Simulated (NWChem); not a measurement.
**Relativistic effects in SSn**

```
Sn
S 1 2.2226
```
Charge 0, spin multiplicity 1.

All runs are NWChem calculations. Structure: optimised with PBE0/def2-SVP with def2 effective core potentials on Sn, a minimum by its harmonic frequencies.

Functional PBE0, all-electron basis x2c-SVPall-2c, contracted for the X2C Hamiltonian and used here with ZORA. The ion keeps the geometry and has multiplicity 2 in the scalar run; the spin-orbit run starts from the same electron counts.

Relative cost: rough, from shared machines, SCF included, scalar ZORA = 1.

The structure started from a generated list of species. No SCF solution was tested for a lower state.

```json
[
 {"Hamiltonian": "scalar ZORA", "ΔSCF ionisation energy (eV)": "9.69", "HOMO (eV)": "-7.29", "LUMO (eV)": "-2.44", "gap (eV)": "4.85", "relative cost": "1"},
 {"Hamiltonian": "spin-orbit ZORA", "ΔSCF ionisation energy (eV)": "9.74", "HOMO (eV)": "-7.25", "LUMO (eV)": "-2.56", "gap (eV)": "4.69", "relative cost": "under 3"}
]
```

From scalar ZORA to spin-orbit ZORA the ionisation energy rises by 0.04 eV.
